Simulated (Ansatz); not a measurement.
Basis sets compared for GaH2(NH2) (GaNH₄). Total charge 0; singlet. Geometry r2SCAN-D4/def2-TZVP. Ansatz on 4 threads of Arm Neoverse V2 on a shared host; times are rough, and most runs start from earlier orbitals.

```xyz
6

Ga    0.213    0.830   -0.115
H     1.491    1.323    0.618
H    -0.725    1.662   -1.033
N    -0.234   -0.910    0.127
H    -1.035   -1.352   -0.294
H     0.289   -1.554    0.698
```

Binding counts from free atoms (Ga doublet, H doublet, N quartet) in the same basis, without a counterpoise term.

```json
{"level": "PBE-D4/def2-SVP", "functions": "66", "energy (Eh)": "-1981.3567", "HOMO (eV)": "-5.93", "LUMO (eV)": "-1.34", "binding per atom (eV)": "2.85", "wall time": "0.3 s"}
{"level": "PBE-D4/def2-TZVP", "functions": "103", "energy (Eh)": "-1981.6746", "HOMO (eV)": "-6.08", "LUMO (eV)": "-1.48", "binding per atom (eV)": "2.85", "wall time": "0.5 s"}
{"level": "r2SCAN-D4/def2-TZVP", "functions": "103", "energy (Eh)": "-1981.9958", "HOMO (eV)": "-6.33", "LUMO (eV)": "-1.18", "binding per atom (eV)": "2.84", "wall time": "1 s"}
{"level": "PBE0-D4/def2-SVP", "functions": "66", "energy (Eh)": "-1981.4042", "HOMO (eV)": "-7.25", "LUMO (eV)": "-0.56", "binding per atom (eV)": "2.81", "wall time": "0.45 s"}
{"level": "PBE0-D4/def2-TZVP", "functions": "103", "energy (Eh)": "-1981.7194", "HOMO (eV)": "-7.38", "LUMO (eV)": "-0.71", "binding per atom (eV)": "2.81", "wall time": "0.7 s"}
```

Question: Estimate the rows for PBE-D4/def2-TZVPD, r2SCAN-D4/def2-TZVPD, PBE0-D4/def2-TZVPD.

Answer: 
```tsv
level	functions	energy (Eh)	HOMO (eV)	LUMO (eV)	binding per atom (eV)	wall time
PBE-D4/def2-TZVPD	127	-1981.6764	-6.14	-1.56	2.86	0.65 s
r2SCAN-D4/def2-TZVPD	127	-1981.9972	-6.37	-1.23	2.84	1.2 s
PBE0-D4/def2-TZVPD	127	-1981.7210	-7.43	-0.78	2.81	0.7 s
```
